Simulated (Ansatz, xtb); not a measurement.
System: CH₃BO (charge 0, singlet). 
Structure (B3LYP-D3(BJ)/def2-TZVP (Ansatz, a first-principles code) minimum search):
```
B
H 1 1.2065
H 1 1.2065 2 113.74
H 1 1.2065 2 113.74 3 -132.37
C 1 1.5197 2 104.76 4 -113.81
O 5 1.1287 2 147.44 1 180.00
```

Harmonic wavenumbers from GFN2-xTB (xtb, at its own minimum), cm⁻¹: 196, 197, 756, 757, 886, 1097, 1098, 1106, 2129, 2458, 2463, 2466.

Problem. Give the harmonic wavenumbers at B3LYP-D3(BJ)/def2-TZVP (Ansatz, finite differences of forces, unscaled).

Solution. 304, 305, 758, 825, 825, 1095, 1113, 1113, 2213, 2464, 2529, 2529 cm⁻¹. Zero-point energy 23.0 kcal/mol.

Problem. From these and the geometry, give the ideal-gas thermochemistry at 298.15 K and 1 atm (rigid rotor, harmonic oscillator).

Solution. Point group C3v, rotational symmetry number 3. Rotational constants 122.8, 8.845, 8.845 GHz. S(trans) 37.12, S(rot) 18.86, S(vib) 3.59, S(elec, spin only) 0.00, S 59.6 cal/(mol K). H(298) - H(0) 3.08 kcal/mol; G - E(el) 8.3 kcal/mol.
